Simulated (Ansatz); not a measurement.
`[O]=[Mo](=[O])([F])[Cl]` + H₂O → `[O]=[Mo](=[O])([OH])[Cl]` + H–F at 500 K and 1 bar (formal hydrolysis of a Mo–F bond).

Calculated with Ansatz (gas phase, PBE0-D4/def2-TZVP geometries, no zero-point term in ΔE). CCSD(T)/CBS is the MP2 limit (def2-TZVPP, def2-QZVPP) plus CCSD(T) − MP2 in def2-TZVPP, frozen cores. This one scheme is used for every species. Elements past krypton have def2 core potentials. For Mo outer-core shells are correlated without core-valence functions, which leaves a few kJ/mol of doubt a bond. Each species was taken in one conformer, which may not be the lowest.

```csv
species,CCSD(T)/CBS energy (Eh),H − E (kJ/mol),S (J/(mol·K))
`[O]=[Mo](=[O])([F])[Cl]`,-778.22574,62.7,377.7
H₂O,-76.37941,73.2,206.3
`[O]=[Mo](=[O])([OH])[Cl]`,-754.20258,95.6,391.6
H–F,-100.39570,39.4,188.7
```

H − E and S are ideal-gas, rigid-rotor, harmonic terms from PBE0-D4/def2-TZVP, for one conformer and one mirror image of each species. 1 Eh = 2625.50 kJ/mol, R = 8.31446 J/(mol·K).

By hand: ΔE, ΔH, ΔS and ΔG.

ΔE = (-754.20258) + (-100.39570) − (-778.22574) − (-76.37941) = 0.00687 Eh = 18.0 kJ/mol. Δ(H − E) = 95.6 + 39.4 − 62.7 − 73.2 = -0.9, so ΔH = 17.1 kJ/mol. ΔS = 391.6 + 188.7 − 377.7 − 206.3 = -3.7 J/(mol·K). ΔG = 17.1 − 500 × (-3.7)/1000 = 19.0 kJ/mol.

By hand: the equilibrium constant, and the temperature at which ΔG would vanish if ΔH and ΔS stayed fixed.

log₁₀ K = −ΔG/(RT ln 10) = -2.0. ΔH and −TΔS have one sign here, so there is no such temperature.

The number of gas molecules stays the same, so ΔS is small and ΔH decides. A doubt of 5 kJ/mol in ΔE shifts log₁₀ K by 0.5 here. Other conformers and mirror images would add mixing entropy, several J/(mol·K) or more a flexible species. These are equilibria of isolated gas molecules and say nothing of rates. Largest T1 diagnostic: 0.024 (customary marks: 0.02 for closed shells, 0.045 for open ones).

ΔS is within the doubt of such terms, so its sign, and with it that verdict, could turn.
